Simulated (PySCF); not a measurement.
Two-component Hartree-Fock for Si²⁺ (silicon, charge +2)

Start: [Ne] 3s2. Calculated with PySCF 2.14 in x2c-QZVPPall-2c: generalised Hartree-Fock with the X2C-1e Hamiltonian and a Gaussian nucleus; one run each with spin-orbit coupling (SO) switched off, then screened by Boettger's factors.

```json
{"spinor shell": "1s1/2", "electrons": "2", "ε, spin-free (eV)": "-1899.0", "ε, screened SO (eV)": "-1899.0", "weight of nominal j (screened SO)": "1.000", "rms radius, screened SO (bohr)": "0.129"}
{"spinor shell": "2s1/2", "electrons": "2", "ε, spin-free (eV)": "-189.72", "ε, screened SO (eV)": "-189.72", "weight of nominal j (screened SO)": "1.000", "rms radius, screened SO (bohr)": "0.611"}
{"spinor shell": "2p1/2", "electrons": "2", "ε, spin-free (eV)": "-137.11", "ε, screened SO (eV)": "-137.58", "weight of nominal j (screened SO)": "1.000", "rms radius, screened SO (bohr)": "0.597"}
{"spinor shell": "2p3/2", "electrons": "4", "ε, spin-free (eV)": "-137.11", "ε, screened SO (eV)": "-136.88", "weight of nominal j (screened SO)": "1.000", "rms radius, screened SO (bohr)": "0.599"}
{"spinor shell": "3s1/2", "electrons": "2", "ε, spin-free (eV)": "-32.228", "ε, screened SO (eV)": "-32.228", "weight of nominal j (screened SO)": "1.000", "rms radius, screened SO (bohr)": "2.12"}
```

| quantity | spin-free | screened SO |
| --- | --- | --- |
| E (hartree) | -288.60102 | -288.60120 |
| M_J | 0 | 0 |
| ⟨J²⟩ | 0.000 | 0.000 |
| ⟨L²⟩ | 0.000 | 0.000 |
| ⟨S²⟩ | 0.000 | 0.000 |

Without spin-orbit coupling the j labels of p, d and f shells carry no meaning; the spin-free column gives the mean over the occupied spinors of each nl shell.
